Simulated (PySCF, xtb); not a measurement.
1-methyl-2,3-dihydroborole (C5H9B), SMILES C1CCB(C=1)C.

GFN2-xTB run with xtb 6.7.1 at its own geometry gives an orbital gap of 3.85 eV and a dipole moment of 0.77 D.

The structure is a stationary point at B3LYP-D3(BJ)/def2-SVP. The values are those of a single conformer.

Problem. What does ωB97X/def2-TZVP (PySCF) give? (The exact figures need the calculation; the answer reports its results.)

Solution. gap 11.08 eV (levels -9.88 and 1.20 eV), dipole 0.67 D.
